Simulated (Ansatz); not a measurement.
Consider the hydrogenolysis of a B–Br bond: `CB(N)Br` + H₂ → `CBN` + HBr.

Program: Ansatz. Geometries: PBE0-D4/def2-TZVP. ΔE: electronic, gas phase. CCSD(T)/CBS is the MP2 limit (def2-TZVPP, def2-QZVPP) plus CCSD(T) − MP2 in def2-TZVPP, frozen cores. This one scheme is used for every species. Functionals use def2-TZVPP. For Br outer-core shells are correlated without core-valence functions, which leaves a few kJ/mol of doubt a bond. Scalar relativity is left out up to krypton. Each species was taken in one conformer, which may not be the lowest.

```tsv
level	ΔE (kcal/mol)
LDA (SPW92)	15.8
BLYP-D4	15.5
r2SCAN-D4	16.9
B97M-V	15.4
r2SCANh-D4	16.8
r2SCAN0-D4	16.5
r2SCANh	16.4
HF/CBS(def2)	11.4
```

Question: What does CCSD(T)/CBS give? (Best estimate.)

Answer: Ansatz gave: +16.3 kcal/mol. The listed levels differ from it by -0.5, -0.8, 0.6, -0.9, 0.5, 0.2, 0.1, -4.9 kcal/mol.

Largest T1 diagnostic among the species: 0.011.

In def2-TZVPP, CCSD(T) changes the Hartree–Fock value by +3.8 kcal/mol (the triples alone add +1.1 kcal/mol) and MP2 by +6.3 kcal/mol. At CCSD(T), def2-SVP lies −2.3 kcal/mol from the extrapolated value and def2-TZVPP −0.8 kcal/mol.
